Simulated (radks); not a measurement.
The numbers below are computed, except where a source is named.
Polarisability of the iron ion Fe2+, [Ar] 3d6, at imaginary frequency. Level of theory: scalar-relativistic Kohn-Sham, LB94 model potential, spin-polarised, spherical densities, finite nucleus; open shells are filled with parallel spins first; Fermi nuclear charge, rms radius 3.7377 fm (a radial shooting solver on a logarithmic mesh with Libxc functionals). Response by self-consistent Sternheimer equations with the Hartree and adiabatic LDA kernel, the relativistic mass of each level held fixed and spin-orbit coupling left out.

| w (hartree) | alpha1(iw) (bohr^3) |
|---|---|
| 0.00266 | 3.459 |
| 0.0143 | 3.458 |
| 0.0360 | 3.451 |
| 0.0697 | 3.431 |
| 0.118 | 3.380 |
| 0.186 | 3.274 |
| 0.280 | 3.084 |
| 0.413 | 2.789 |
| 0.605 | 2.397 |
| 0.892 | 1.943 |
| 1.35 | 1.458 |
| 2.12 | 0.9679 |
| 3.59 | 0.5252 |
| 6.94 | 0.2049 |
| 17.5 | 0.04495 |

Static values: alpha1 = 3.459 bohr^3 (0.5126 angstrom^3; uncoupled 4.317). C6 = 10.08, triple-dipole C9 = 23.16 atomic units. One-pole (London) frequency 4 C6 / (3 alpha1^2) = 1.124 hartree, against 1.214 for minus the highest occupied eigenvalue.
